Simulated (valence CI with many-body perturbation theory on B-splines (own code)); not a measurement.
Energy levels of Ge19+

Computed by configuration interaction combined with many-body perturbation theory (CI+MBPT): three valence electrons over a frozen Dirac-Fock core [Ne], radial functions for each j: 11 s, 11 p, 10 d, 8 f, 5 g, 2 h, with the one-electron correlation potential Σ1, the two-electron term Σ2, the three-electron term Σ3, Breit, model QED; selected CI, second order for the rest, scaled by the run's own slope (own B-spline code, finite nucleus).

No measured spectrum was set against this ion. As an estimate, levels of excited configurations hold to 0.05 to 0.15 % of their energy, terms of the ground configuration to about 0.5 %.

Levels 136 to 151 of 151, with energies above the lowest level, 3s²3p ²P°_1/2. "Leading %" is the weight of the configuration and term that name the level; weights of strongly mixed levels are sums over their largest components and can fall short. In the jj column 3d3/2^4 stands for four electrons in 3d with j = 3/2. Lifetimes count E1, E2, E3, M1 and M2 decay at the calculated energies, and are blank where another channel may lead or the interval is too uncertain; long ones can be off by a factor of two.

```
No.  Configuration  Term     J  E (eV)  Leading %             Leading jj  Lifetime  Second component
136            3d³    ²G   9/2  335.69         56   3d3/2^2 3d5/2 (81 %)   12.6 ps       42 % 3d³ ²H
137            3d³    ⁴P   1/2  336.08         96   3d3/2^2 3d5/2 (70 %)   8.14 ps                  
138            3d³    ⁴P   3/2  336.14         90   3d3/2^2 3d5/2 (54 %)   8.09 ps        7 % 3d³ ²P
139            3d³    ⁴P   5/2  336.75         98   3d3/2 3d5/2^2 (63 %)   8.40 ps                  
140            3d³    ²H  11/2  337.03        100  3d3/2 3d5/2^2 (100 %)   15.9 ps                  
141            3d³    ²H   9/2  337.21         58         3d5/2^3 (50 %)   14.1 ps       41 % 3d³ ²G
142            3d³    ²D   3/2  338.68         65   3d3/2 3d5/2^2 (62 %)   8.42 ps       26 % 3d³ ²P
143            3d³    ²P   1/2  339.36         95   3d3/2 3d5/2^2 (69 %)   8.21 ps                  
144            3d³    ²D   5/2  339.78         97   3d3/2 3d5/2^2 (57 %)   9.01 ps                  
145            3d³    ²P   3/2  340.56         65         3d5/2^3 (83 %)   8.95 ps       31 % 3d³ ²D
146            3d³    ²F   7/2  343.06         98   3d3/2 3d5/2^2 (75 %)   11.0 ps                  
147            3d³    ²F   5/2  343.30         98   3d3/2 3d5/2^2 (51 %)   10.9 ps                  
148            3d³    ²D   5/2  351.46         97   3d3/2^2 3d5/2 (47 %)   9.00 ps                  
149            3d³    ²D   3/2  351.63         98   3d3/2 3d5/2^2 (86 %)   9.21 ps                  
150          3s²4p   ²P°   1/2  356.14         95      3s^2 4p1/2 (95 %)   4.34 ps                  
151          3s²4p   ²P°   3/2  358.62         95      3s^2 4p3/2 (95 %)   4.45 ps
```

Names give the largest LS component (configuration and term), which can be under half, so a name can repeat, a term be missing and a line seem to break the LS rules; names also repeat where a configuration has a term twice.
